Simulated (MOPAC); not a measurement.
MOPAC input (PM6):

```
PM6 FORCE THERMO(298,298) PRECISE LET UHF MS=0.5 GEO-OK AUX(PRECISION=9) THREADS=1
C4H2BrSe

Br    2.12991013 1   -1.05953536 1   -0.30642594 1
C     0.41202446 1   -0.33702063 1   -0.11128645 1
C     0.08291309 1    0.86887155 1    0.34646600 1
Se   -1.68584274 1    1.35352566 1    0.44529753 1
C    -1.96064403 1   -0.40652704 1   -0.26209265 1
C    -0.80119959 1   -1.07893789 1   -0.46653836 1
H    -2.95686893 1   -0.76976737 1   -0.45694864 1
H    -0.72534655 1   -2.08769371 1   -0.85984172 1
```

From the output:

```
     H    8   0.030046   4.316351

          HEAT OF FORMATION =      86.399894 KCALS/MOLE

          ZERO POINT ENERGY      26.177 KCAL/MOL

           NORMAL COORDINATE ANALYSIS (Total motion = 1 Angstrom)

   Root No.       1         2         3         4         5         6         7         8

                 1 A"      1 A'      2 A'      2 A"      3 A'      3 A"      4 A'      5 A'

                 149.0     211.8     284.9     345.7     484.2     529.8     695.6     768.0

           1   -0.0000   -0.0413    0.1201    0.0000   -0.0266   -0.0000    0.0193   -0.0098
           2    0.0000   -0.0514   -0.0154   -0.0000    0.0043    0.0000    0.0014    0.0032
           3   -0.0396   -0.0000   -0.0000    0.0025    0.0000   -0.0054   -0.0000    0.0000
           4    0.0000   -0.0181    0.0195   -0.0000    0.0450    0.0000   -0.1114    0.1132
           5   -0.0000    0.1676    0.1168    0.0000    0.0476   -0.0000   -0.0553   -0.0694
           6    0.2034    0.0000    0.0000   -0.0523   -0.0000    0.2339    0.0000   -0.0000
           7    0.0000    0.0487   -0.0325    0.0000   -0.0328   -0.0000   -0.0983   -0.2266
           8   -0.0000    0.1189    0.1459   -0.0000    0.1032    0.0000   -0.0533    0.2343
           9    0.2494    0.0000    0.0000    0.1276    0.0000   -0.1217    0.0000    0.0000
          10   -0.0000    0.0635   -0.0880   -0.0000   -0.0318   -0.0000    0.0164    0.0362
          11    0.0000   -0.0169   -0.0326    0.0000   -0.0474    0.0000   -0.0323   -0.0018
          12   -0.0362   -0.0000    0.0000   -0.0208    0.0000   -0.0010   -0.0000   -0.0000
          13   -0.0000   -0.0709   -0.0933    0.0000    0.1766    0.0000   -0.0284   -0.0486
          14    0.0000    0.0293   -0.0124   -0.0000    0.0253   -0.0000    0.2460    0.0048
          15   -0.0538   -0.0000   -0.0000    0.1386   -0.0000    0.0600    0.0000    0.0000
          16    0.0000   -0.0799   -0.0906   -0.0000    0.1678   -0.0000   -0.0105   -0.0142
          17   -0.0000    0.1267    0.0614    0.0000    0.0978    0.0000    0.0513   -0.1722
          18    0.1052    0.0000    0.0000   -0.1006   -0.0000   -0.0939    0.0000   -0.0000
          19   -0.0000   -0.1323   -0.1155    0.0000    0.1700    0.0000   -0.0342    0.0496
          20    0.0000   -0.0320   -0.0327   -0.0000    0.0148   -0.0000    0.2183    0.0889
          21   -0.1722   -0.0000   -0.0000    0.3163   -0.0000    0.0263    0.0000    0.0000
          22    0.0000   -0.1394   -0.1660   -0.0000    0.1776   -0.0000    0.1825   -0.0034
          23   -0.0000    0.1551    0.0993    0.0000    0.0897    0.0000   -0.0421   -0.1712
          24    0.1401    0.0000    0.0000   -0.2413   -0.0000   -0.4579   -0.0000   -0.0000

   Root No.       9        10        11        12        13        14        15        16

                 4 A"      6 A'      5 A"      7 A'      8 A'      9 A'     10 A'     11 A'

                 815.3     826.9     924.7    1085.4    1189.9    1263.6    1563.5    1667.9

           1   -0.0000   -0.0165   -0.0000    0.0030    0.0024   -0.0020    0.0025    0.0018
           2    0.0000   -0.0015    0.0000   -0.0002   -0.0001    0.0002   -0.0006    0.0003
           3   -0.0005   -0.0000   -0.0003    0.0000   -0.0000   -0.0000    0.0000   -0.0000
           4    0.0000    0.1470    0.0000   -0.0616   -0.0738    0.0737   -0.0952   -0.1758
           5   -0.0000    0.0130   -0.0000    0.0530    0.0810   -0.1078   -0.0853   -0.1786
           6    0.0395   -0.0000    0.0219    0.0000    0.0000   -0.0000    0.0000   -0.0000
           7   -0.0000    0.1695   -0.0000   -0.0086    0.0244   -0.0003    0.0781    0.1581
           8    0.0000    0.0178    0.0000   -0.0092    0.0259    0.0084    0.1054    0.1808
           9   -0.0076   -0.0000   -0.0034   -0.0000   -0.0000   -0.0000    0.0000    0.0000
          10    0.0000   -0.0234   -0.0000    0.0033   -0.0006    0.0012   -0.0014   -0.0022
          11   -0.0000   -0.0124    0.0000   -0.0022    0.0014    0.0001    0.0004    0.0003
          12    0.0027    0.0000   -0.0006   -0.0000    0.0000   -0.0000   -0.0000    0.0000
          13   -0.0000   -0.0439    0.0000    0.0004   -0.0157   -0.0428    0.2316   -0.1190
          14    0.0000    0.1396   -0.0000   -0.0348   -0.0364   -0.0602    0.0286   -0.0198
          15   -0.0644    0.0000    0.0722   -0.0000    0.0000    0.0000   -0.0000    0.0000
          16   -0.0000   -0.0202   -0.0000    0.0031   -0.0021   -0.0680   -0.2225    0.1543
          17    0.0000   -0.0921    0.0000   -0.0350   -0.0461    0.1430   -0.0309    0.0018
          18   -0.0517    0.0000   -0.0976   -0.0000   -0.0000    0.0000    0.0000   -0.0000
          19    0.0000    0.0930   -0.0000    0.4715    0.0105    0.2286    0.0965   -0.0695
          20   -0.0000    0.2651    0.0000    0.4434   -0.0132    0.2394   -0.1055    0.0351
          21    0.5133    0.0000   -0.3272    0.0000    0.0000    0.0000   -0.0000    0.0000
          22    0.0000    0.0437    0.0000   -0.1717    0.6459    0.2873   -0.0967   -0.1050
          23   -0.0000   -0.1088   -0.0000    0.0601   -0.3777   -0.0651   -0.0955    0.1105
          24    0.3202   -0.0000    0.4768    0.0000   -0.0000   -0.0000   -0.0000    0.0000

   Root No.      17        18

                12 A'     13 A'

                2747.1    2757.7

           1    0.0000    0.0000
           2   -0.0000   -0.0000
           3    0.0000   -0.0000
           4   -0.0000   -0.0008
           5   -0.0033   -0.0015
           6   -0.0000   -0.0000
           7    0.0009   -0.0003
           8    0.0008    0.0011
           9    0.0000    0.0000
          10   -0.0000    0.0001
          11    0.0003   -0.0001
          12    0.0000    0.0000
          13   -0.0286    0.0266
          14    0.0229   -0.0264
          15   -0.0000   -0.0000
          16   -0.0180   -0.0170
          17   -0.0290   -0.0337
          18   -0.0000   -0.0000
          19    0.3333   -0.3253
          20   -0.3264    0.3189
          21   -0.0000    0.0000
          22    0.2112    0.2152
          23    0.4061    0.4137
          24    0.0000    0.0000

           MASS-WEIGHTED COORDINATE ANALYSIS (NORMAL COORDINATES)

   Root No.       1         2         3         4         5         6         7         8

                 1 A"      1 A'      2 A'      2 A"      3 A'      3 A"      4 A'      5 A'

                 149.0     211.8     284.9     345.7     484.2     529.8     695.6     768.0

           1   -0.0000   -0.2889    0.6650    0.0000   -0.2000   -0.0000    0.1496   -0.0618
           2    0.0000   -0.3597   -0.0855   -0.0000    0.0326    0.0000    0.0106    0.0198
           3   -0.2723   -0.0000   -0.0000    0.0257    0.0000   -0.0438   -0.0000    0.0000
           4    0.0000   -0.0492    0.0420   -0.0000    0.1313    0.0000   -0.3355    0.2754
           5   -0.0000    0.4549    0.2506    0.0000    0.1389   -0.0000   -0.1666   -0.1690
           6    0.5423    0.0000    0.0000   -0.2059   -0.0000    0.7405    0.0000   -0.0000
           7    0.0000    0.1320   -0.0698    0.0000   -0.0957   -0.0000   -0.2962   -0.5516
           8   -0.0000    0.3226    0.3132   -0.0000    0.3009    0.0000   -0.1605    0.5703
           9    0.6647    0.0000    0.0000    0.5024    0.0000   -0.3853    0.0000    0.0000
          10   -0.0000    0.4421   -0.4844   -0.0000   -0.2376   -0.0000    0.1269    0.2259
          11    0.0000   -0.1175   -0.1795    0.0000   -0.3543    0.0000   -0.2497   -0.0109
          12   -0.2475   -0.0000    0.0000   -0.2095    0.0000   -0.0079   -0.0000   -0.0000
          13   -0.0000   -0.1925   -0.2003    0.0000    0.5151    0.0000   -0.0854   -0.1184
          14    0.0000    0.0795   -0.0267   -0.0000    0.0737   -0.0000    0.7411    0.0116
          15   -0.1435   -0.0000   -0.0000    0.5458   -0.0000    0.1899    0.0000    0.0000
          16    0.0000   -0.2168   -0.1945   -0.0000    0.4894   -0.0000   -0.0317   -0.0345
          17   -0.0000    0.3439    0.1318    0.0000    0.2853    0.0000    0.1545   -0.4191
          18    0.2805    0.0000    0.0000   -0.3961   -0.0000   -0.2972    0.0000   -0.0000
          19   -0.0000   -0.1040   -0.0718    0.0000    0.1436    0.0000   -0.0299    0.0350
          20    0.0000   -0.0252   -0.0204   -0.0000    0.0125   -0.0000    0.1905    0.0627
          21   -0.1330   -0.0000   -0.0000    0.3607   -0.0000    0.0241    0.0000    0.0000
          22    0.0000   -0.1096   -0.1032   -0.0000    0.1500   -0.0000    0.1592   -0.0024
          23   -0.0000    0.1219    0.0617    0.0000    0.0758    0.0000   -0.0368   -0.1207
          24    0.1082    0.0000    0.0000   -0.2752   -0.0000   -0.4199   -0.0000   -0.0000

   Root No.       9        10        11        12        13        14        15        16

                 4 A"      6 A'      5 A"      7 A'      8 A'      9 A'     10 A'     11 A'

                 815.3     826.9     924.7    1085.4    1189.9    1263.6    1563.5    1667.9

           1   -0.0000   -0.1381   -0.0000    0.0357    0.0243   -0.0209    0.0175    0.0113
           2    0.0000   -0.0123    0.0000   -0.0027   -0.0014    0.0020   -0.0039    0.0016
           3   -0.0064   -0.0000   -0.0035    0.0000   -0.0000   -0.0000    0.0000   -0.0000
           4    0.0000    0.4761    0.0000   -0.2834   -0.2918    0.2909   -0.2528   -0.4376
           5   -0.0000    0.0420   -0.0000    0.2439    0.3199   -0.4254   -0.2266   -0.4446
           6    0.1997   -0.0000    0.1052    0.0000    0.0000   -0.0000    0.0000   -0.0000
           7   -0.0000    0.5488   -0.0000   -0.0397    0.0965   -0.0012    0.2073    0.3937
           8    0.0000    0.0577    0.0000   -0.0424    0.1024    0.0331    0.2798    0.4501
           9   -0.0386   -0.0000   -0.0162   -0.0000   -0.0000   -0.0000    0.0000    0.0000
          10    0.0000   -0.1942   -0.0000    0.0388   -0.0056    0.0120   -0.0092   -0.0143
```
